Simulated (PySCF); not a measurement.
MgIn⁻: energy against distance

Set-up: PySCF, scalar-relativistic core potentials, basis sets Mg def2-SVPD, In def2-SVPD with ECP28. Energies in eV from Mg + In⁻ in their ground configurations at the same level. State: ³Σ⁻ (triplet), unpaired electrons π ↑↑.

```tsv
R (Å)	r²SCAN	PBE
2.462	-1.015	-0.950
2.577	-1.183	-1.132
2.691	-1.267	-1.230
2.777	-1.290	-1.264
2.863	-1.289	-1.272
2.949	-1.269	-1.261
3.063	-1.222	-1.227
3.207	-1.144	-1.164
3.378	-1.037	-1.073
3.607	-0.893	-0.949
```

Q: Put a parabola through the three lowest points of the r²SCAN curve and estimate Re, k and ωe (reduced mass 19.84 u; 1 eV/Å² = 0.16022 mdyn/Å; ωe = 1302.8·√(k/μ) cm⁻¹).

A: Through R = 2.691, 2.777, 2.863 Å the second-order coefficient is 1.62 eV/Å², so Re ≈ 2.816 Å, k ≈ 0.520 mdyn/Å and ωe ≈ 211 cm⁻¹. A polynomial fit of higher order to the unrounded r²SCAN energies gives Re = 2.813 Å, k = 0.475 mdyn/Å, ωe = 201 cm⁻¹; anharmonicity and rounding make the difference.

The higher-order fit for each curve: r²SCAN: Re = 2.813 Å, ωe = 201 cm⁻¹, De = 1.29 eV; PBE: Re = 2.854 Å, ωe = 189 cm⁻¹, De = 1.27 eV.

Spin–orbit coupling is left out, which matters for elements this heavy, above all for dissociation energies. For an ion De counts to the pair picked by the measured ionisation energies or electron affinities, which need not be the lowest pair at this level. The highest Kohn–Sham level is positive in this anion. Much of that is self-interaction error, but it also means that the finite basis helps to hold the extra electron. The state was picked by a PBE0 search and need not be the measured ground state.
